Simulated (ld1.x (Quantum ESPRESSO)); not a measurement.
## Building the TM potential for argon (PW91, scalar-relativistic).

- Element: argon (Ar)
- Generator: ld1.x (Quantum ESPRESSO) 7.5
- Type: norm-conserving Troullier–Martins (Kleinman–Bylander form)
- Functional: PW91
- Relativity: scalar-relativistic
- Frozen core: [Ne]
- Valence charge: 8
- Reference configuration: 3s2 3p6
- Partial waves: 3p (bound): rc 1.00 bohr; 3s (bound): rc 1.30 bohr
- Local potential: the s channel
- Core correction: Bessel-smoothed model core inside 0.45 bohr

Does the generator finish with these settings?

Yes, a potential is produced and its reference levels are reproduced.

Estimate the cutoffs (Ry, on a coarse ladder) from which the occupation-weighted sum of valence levels, in a spherical-Bessel basis at the reference potential, stays within 10 and 1 mRy of its value at 400 Ry.

110 Ry and 200 Ry.

What does a ghost test show?

No extra level below or beside the all-electron valence levels (p, s, d, f tested).

Which valence shell sets the plane-wave cutoff?

3p: its level needs 120 Ry to come within 1 mRy, against 80 Ry for 3s.

Tests: 3s2 3p5; 3s2 3p4; 3s2 3p3; 3s2 3p2; 3s1 3p6; 3s2 3p5.5. Which has the largest error in its energy relative to the reference configuration, and how large is it?

3s2 3p2, with +199 meV (all-electron minus pseudo) on +145.24 eV.
